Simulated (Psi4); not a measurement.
FGa, charge +1, doublet, at a GFN2-xTB geometry (such geometries of metal compounds can be far from the true shape) (a state made from the parent by changing its charge; the spin is typed, not shown lowest); B3LYP/def2-SVP run with Psi4.

Here is a job for Psi4.
```
memory 2 GB

molecule mol {
1 2
  Ga   -0.000000   -0.000000   -0.418933
  F     0.000000    0.000000    1.442992
}

set basis def2-svp
set reference uks

energy('b3lyp')
print_variables()
```

Write the output that Psi4 gives for this input, abridged.


```
   => Loading Basis Set <=

    Name: DEF2-SVP
    Role: ORBITAL
    Keyword: BASIS

         ---------------------------------------------------------
                                   SCF
               by Justin Turney, Rob Parrish, Andy Simmonett
                          and Daniel G. A. Smith
                              UKS Reference
         ---------------------------------------------------------

  ==> Geometry <==

    Molecular point group: c2v
    Full point group: C_inf_v

    Geometry (in Angstrom), charge = 1, multiplicity = 2:

       Center              X                  Y                   Z               Mass
    ------------   -----------------  -----------------  -----------------  -----------------
         GA           0.000000000000     0.000000000000    -0.402320312973    68.925573500000
         F            0.000000000000     0.000000000000     1.459604687027    18.998403162730

  Running in c2v symmetry.

  Rotational constants: A = ************  B =      0.32650  C =      0.32650 [cm^-1]
  Rotational constants: A = ************  B =   9788.19623  C =   9788.19623 [MHz]
  Nuclear repulsion =   79.294516039545101

  Charge       = 1
  Multiplicity = 2
  Electrons    = 39
  Nalpha       = 20
  Nbeta        = 19

  ==> Algorithm <==

  SCF Algorithm Type is DF.
  DIIS enabled.
  MOM disabled.
  Fractional occupation disabled.
  Guess Type is SAD.
  Energy threshold   = 1.00e-06
  Density threshold  = 1.00e-06
  Integral threshold = 1.00e-12

  ==> Primary Basis <==

  Basis Set: DEF2-SVP
    Blend: DEF2-SVP
    Number of shells: 18
    Number of basis functions: 46
    Number of Cartesian functions: 50
    Spherical Harmonics?: true
    Max angular momentum: 2

  ==> DFT Potential <==

   => LibXC <=

    Version 7.1.2
    S. Lehtola, C. Steigemann, M. J. T. Oliveira, and M. A. L. Marques,  SoftwareX 7, 1–5 (2018) (10.1016/j.softx.2017.11.002)

   => Composite Functional: B3LYP <=

    B3LYP Hyb-GGA Exchange-Correlation Functional

    P. J. Stephens, F. J. Devlin, C. F. Chabalowski, and M. J. Frisch,  J. Phys. Chem. 98, 11623 (1994) (10.1021/j100096a001)

    Deriv               =              1
    GGA                 =           TRUE
    Meta                =          FALSE

    Exchange Hybrid     =           TRUE
    MP2 Hybrid          =          FALSE

   => Exchange Functionals <=

    0.0800   Slater exchange
    0.7200         Becke 88

   => Exact (HF) Exchange <=

    0.2000               HF

[...]
   @S^2 Expected:                7.500000000E-01
   @S^2 Observed:                7.565749595E-01
   @S   Expected:                5.000000000E-01
   @S   Observed:                5.000000000E-01

    Orbital Energies [Eh]
    ---------------------

    Alpha Occupied:

[...]
    Alpha Virtual:

[...]
    Beta Occupied:

[...]
       4B2    -0.644053

    Beta Virtual:

[...]
    Final Occupation by Irrep:
             A1    A2    B1    B2
    DOCC [    10,    1,    4,    4 ]
    SOCC [     1,    0,    0,    0 ]
    NA   [    11,    1,    4,    4 ]
    NB   [    10,    1,    4,    4 ]

  @DF-UKS Final Energy: -2024.08271716792910

   => Energetics <=

    Nuclear Repulsion Energy =             79.2945160395451012
    One-Electron Energy =               -2968.1406585900522259
    Two-Electron Energy =                 933.3814852411512675
    DFT Exchange-Correlation Energy =     -68.6180598585734316
    Empirical Dispersion Energy =           0.0000000000000000
    VV10 Nonlocal Energy =                  0.0000000000000000
    Total Energy =                      -2024.0827171679291041

  UHF NO Occupations:
  HONO-2 :    9 A1 1.9999482
  HONO-1 :   10 A1 1.9969151
  HONO-0 :   11 A1 1.0000000
  LUNO+0 :   12 A1 0.0030849
  LUNO+1 :   13 A1 0.0000518
  LUNO+2 :    5 B1 0.0000400
  LUNO+3 :    5 B2 0.0000400

Computation Completed

Properties will be evaluated at   0.000000,   0.000000,   0.000000 [a0]

Properties computed using the SCF density matrix

 Multipole Moments:

 ------------------------------------------------------------------------------------
     Multipole            Electronic (a.u.)      Nuclear  (a.u.)        Total (a.u.)
 ------------------------------------------------------------------------------------

 L = 1.  Multiply by 2.5417464519 to convert [e a0] to [Debye]
 Dipole X            :          0.0000000            0.0000000            0.0000000
 Dipole Y            :          0.0000000            0.0000000            0.0000000
 Dipole Z            :         -2.7288136            1.2557466           -1.4730670
 Magnitude           :                                                    1.4730670

 ------------------------------------------------------------------------------------

  Variable Map:
  ----------------------------------------------------------------------------
[...]
  Array Variable Map:
  ----------------------------------------------------------------------------
[...]
[...]
```
